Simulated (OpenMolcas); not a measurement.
Nd III: from CASSCF to CASPT2

* Program: OpenMolcas
* Basis: ANO-RCC-VDZP [7s6p4d2f1g]
* Scalar Hamiltonian: DKH2, point nucleus
* Active space: 4 electrons in 7 orbitals (4f)
* State averaging: 2S+1 = 5 even, 35 roots; 2S+1 = 3 even, 210 roots (159 in the spin-orbit step); 2S+1 = 1 even, 196 roots (105 in the spin-orbit step)
* Spin-orbit coupling: state interaction with AMFI integrals over the reference wave functions, term energies averaged over their components

Methods on the same reference wave functions:
A. CASSCF
B. SS-CASPT2, IPEA 0.25 Eh, imaginary shift 0.1 Eh (closed shells correlated: 5s 5p)
C. MS-CASPT2, IPEA 0.25 Eh, imaginary shift 0.1 Eh (closed shells correlated: 5s 5p)

Energies in eV above 4f4 5I4, the measured ground level; measured values from Ding et al., The Spectrum and Energy Levels of the Low-lying Configurations of Nd III (preprint, 2023).

```csv
Level,A,B,C,Measured
4f4 5I4,0.0000,0.0000,0.0000,0.0000
4f4 5I5,0.1467,0.1496,0.1496,0.1411
4f4 5I6,0.3116,0.316,0.316,0.2960
4f4 5I7,0.4903,0.494,0.494,0.4605
4f4 5I8,0.6790,0.680,0.680,0.6315
4f4 5F1,1.7969,1.533,1.526,
4f4 5F2,1.8483,1.582,1.575,1.3358
4f4 5F3,1.9326,1.668,1.661,1.4165
4f4 5S2,2.0072,1.792,1.842,
4f4 5F4,2.0349,1.768,1.761,1.5103
4f4 3K6(1),2.1645,1.929,1.929,1.7437
4f4 5F5,2.1660,1.900,1.893,1.6379
4f4 3K7(1),2.3108,2.078,2.078,1.8788
4f4 3K8(1),2.4835,2.250,2.250,2.0407
4f4 3H4(1) [63 %],2.5232,2.151,2.151,
4f4 5G2,2.6758,2.326,2.326,
4f4 5G3 [50 %],2.6823,2.312,2.312,
4f4 3H5(1) [67 %],2.7528,2.390,2.390,2.0609
4f4 5G4 [70 %],2.8710,2.523,2.523,2.0868
4f4 3G3(1) [51 %],2.9563,2.572,2.572,
4f4 3L7,3.0163,2.774,2.774,
4f4 5G5,3.0523,2.708,2.708,2.2705
4f4 3H6(1) [70 %],3.0580,2.702,2.702,
4f4 3D2 [62 %],3.1248,2.691,2.692,
```

Deviations, from unrounded energies. A percentage is the sum of absolute deviations over the sum of measured energies, with the sign that they share, or ± where signs differ.

```csv
Against measurement,Levels,A,B,C
mean absolute deviation (cm-1),14,3300,1700,1700
fine structure of the ground term (%),4,+6.4,+7.2,+7.2
other terms of the ground configuration (%),10,+31.3,+15.6,+15.5
```

B, C lie about equally close to measurement and A furthest from it. The largest miss of C in the table is 4f4 5G5, by +3500 cm-1. The ranking rests on the paired levels alone, and a cruder setting can come out closer through cancelling errors.

Between B and C the level of the table that moves most is 4f4 5S2, by 400 cm-1 (lowest in B, highest in C). Moves below CASPT2's spread within the term are not significant.

The mean deviations of B to C differ by less than CASPT2's widest spread within a term (1200 cm-1), so their order carries little weight.

From A to B the spin-free energies of the other terms of 4f4 shown, above 5I, scale by factors of 0.84 to 0.91, as is usual when dynamic correlation screens the repulsion within a d or f shell.

The lowest spin-free term lies below A's lowest term by 0.289 hartree in B, 0.289 hartree in C.

CASPT2 does not keep the components of a term degenerate, so their means are used; among the terms shown or strongly mixed into the levels shown the widest spread is 1200 cm-1 (4f4 5I, C). High states are left out of the spin-orbit mixing, which shifts the levels that they would mix with. Some levels mix across a computed gap that differs much from the measured one, so their mixing is not that of the real levels. Without dynamic correlation excited terms often stand tens of per cent too high (terms of higher spin than the ground term too low), and those without a measured partner can miss by more than the paired ones (holds for A). The CASPT2 spread within a term exceeds the gap to the next term for 4f4 5G and 4f4 3G(1), so the order of their levels is uncertain, and so are names and mixing where such terms share a J (holds for B; C). Some terms miss by over 15 % even with CASPT2, which points to a basis or an active space too small for the shells correlated (holds for B; C). Blocks of more than 70 roots (2S+1 = 3 even, 1 even) ran without multistate coupling (holds for C). Measured partners are found by configuration, term and J. A level has none where our copy of the source lacks it or the pairing is in doubt (some pairs that miss far off the trend of their configuration count as doubtful), and it then counts in no deviation. Only configurations of the active space appear. The table leaves out levels that lie high or whose names do not pair safely across all columns.

A share in square brackets marks a mixed level and gives the weight of the term that names it, the lowest over the columns. A number in round brackets counts repeated terms of one configuration in the order of the reference energies.
